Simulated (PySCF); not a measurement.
**MH for M along group 15**

r²SCAN with double-zeta basis sets in PySCF, for the lowest determinant that a PBE0 search found; no spin–orbit coupling. De refers to high-spin ground-configuration atoms. A positive dipole means M(−)H(+).

```tsv
M	basis	state (unpaired electrons)	Re (Å)	ωe (cm⁻¹)	De (eV)	μ (D)
N	cc-pVDZ	triplet (π ↑↑)	1.053	3198	3.48	1.52
P	def2-SVP	triplet (π ↑↑)	1.436	2359	3.19	0.69
As	aug-cc-pVDZ-PP/aug-cc-pVDZ	triplet (π ↑↑)	1.536	2149	2.91	0.13
Sb	def2-SVP	triplet (π ↑↑)	1.725	1918	2.60	-0.10
Bi	cc-pVDZ-PP/cc-pVDZ	triplet (π ↑↑)	1.808	1789	2.37	-0.62
```

The shortest bond is that of NH (1.053 Å), the longest that of BiH (1.808 Å).

The rows differ in basis set, which adds steps of its own.

Down a group the atoms grow and get heavier, so bonds lengthen and wavenumbers fall; this series shows no clear exception.

These are scalar-relativistic numbers at best; spin–orbit coupling would shift them, the dissociation energy most. States were picked by a PBE0 search and need not be the measured ground states.
